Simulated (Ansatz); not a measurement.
SiH(vinyl)3 (C6H10Si). The state is a singlet with charge 0. Geometry B3LYP-D4/def2-SVP, basis def2-TZVP, Ansatz.

Cartesian coordinates in Å:
```
Si 0.0452 -0.0441 -0.0703
H 0.7860 -0.7327 -1.1693
C 0.5549 -0.7905 1.5747
C 1.4627 -1.7679 1.7035
H 0.0836 -0.4059 2.4908
H 1.9734 -2.2002 0.8348
H 1.7418 -2.1845 2.6785
C -1.7987 -0.2769 -0.3322
C -2.3287 -0.9754 -1.3457
H -2.4903 0.1860 0.3867
H -1.7016 -1.4643 -2.1006
H -3.4111 -1.0946 -1.4731
C 0.4666 1.7847 -0.0982
C 1.2956 2.3481 -0.9877
H 0.0084 2.4374 0.6590
H 1.7889 1.7602 -1.7708
H 1.5233 3.4206 -0.9800
```

```
run  HOMO (eV)  LUMO (eV)
  A      -7.59      -0.62
  B      -6.52      -1.61
  C      -8.47       0.48
  D      -6.33      -1.45
  E      -6.71      -1.42
```

Question: The runs used BHLYP, BLYP, PBE, PBE0, r2SCAN. Estimate which is which.

Answer: A PBE0 (25 % exact exchange); B PBE (0 % exact exchange); C BHLYP (50 % exact exchange); D BLYP (0 % exact exchange); E r2SCAN (0 % exact exchange). Exact exchange lowers occupied and raises empty levels; among semilocal functionals meta-GGAs tend to open the gap a little, and such runs are hard to tell apart. The gap grows from 4.87 eV (BLYP) to 8.95 eV (BHLYP).
